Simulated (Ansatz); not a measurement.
Job for Ansatz (a first-principles code): R-CCSD(T)/aug-cc-pVDZ on CH4BrF (a complex). The run froze 16 orbitals, filled d shells among them.

Ansatz 0.2 input:
```yaml
crystal:
  periodic: [false, false, false]
  atoms:
    - {symbol: F, position_ang: [-0.03944370, -0.14847424, 0.64158482]}
    - {symbol: H, position_ang: [-0.06251873, -0.64868843, 1.43193789]}
    - {symbol: C, position_ang: [-0.25169757, 1.04142143, 3.83770610]}
    - {symbol: Br, position_ang: [-0.17348475, -0.92226967, 3.77191780]}
    - {symbol: H, position_ang: [-1.19015063, 1.30745187, 4.30993531]}
    - {symbol: H, position_ang: [-0.20193297, 1.39460363, 2.81415225]}
    - {symbol: H, position_ang: [0.59898977, 1.37497774, 4.42040558]}
basis:
  gaussian:
    orbitals: aug-cc-pVDZ
magnetization: {spin_polarized: false}
correlation: {method: ccsd_t, electrons: outside_noble_gas}
scf: {lower_state_search: off}
```

It printed:

```
WARN ansatz: RAYON_NUM_THREADS=1 ignored (pool sized by the plan → 1); use --threads N
Functional definition: HF
these checks for a lower state are left out or cut short: stability, starts, cluster_reference, orbital_swaps, neighbouring_geometries, increment
integrals: 0.21 GiB planned
1174 factors; integrals over basis functions are off by at most 1.1e-3 eV
mean field: 0.32 GiB planned
mean field evaluation 1: about -73796.6765 eV, gradient 2.9e1 eV
mean field evaluation 2: about -73796.6766 eV, gradient 2.9e1 eV
mean field evaluation 4: about -73798.4058 eV, gradient 2.3e0 eV
mean field evaluation 8: about -73798.4266 eV, gradient 5.3e-2 eV
mean field -73798.42659494 eV, -2712.0421549937 hartree, gradient 2.4e-6 eV, S^2 0.000000; 0 other end points of the search recorded, 0 dependent functions left out
16 core orbitals not correlated
reference -73798.42659494 eV, -2712.0421549937 hartree; 11, 11 occupied and 91, 91 virtual orbitals, 1174 factors
second order -13.77845087 eV of doubles, -0.00000000 eV of singles
coupled cluster: 0.58 GiB planned
cycle   1  -14.26786247 eV  change   -4.9e-1 eV  update   8.1e-2
cycle   2  -14.57946246 eV  change   -3.1e-1 eV  update   2.2e-2
cycle   3  -14.65254106 eV  change   -7.3e-2 eV  update   1.1e-2
cycle   4  -14.65065723 eV  change    1.9e-3 eV  update   2.2e-3
cycle   5  -14.64990660 eV  change    7.5e-4 eV  update   7.8e-4
cycle   6  -14.65008582 eV  change   -1.8e-4 eV  update   2.3e-4
cycle   7  -14.65009764 eV  change   -1.2e-5 eV  update   7.7e-5
cycle   8  -14.65008708 eV  change    1.1e-5 eV  update   2.4e-5
perturbative correction -0.37990476 eV, -0.0139612425 hartree
Total energy: -73813.45658678 eV, -2712.5944970061 hartree
Checks for a lower state left out: stability, starts, cluster_reference, orbital_swaps, neighbouring_geometries, increment
```

Self-consistency was reached.

Cost: about 6 core-seconds (a rough figure).
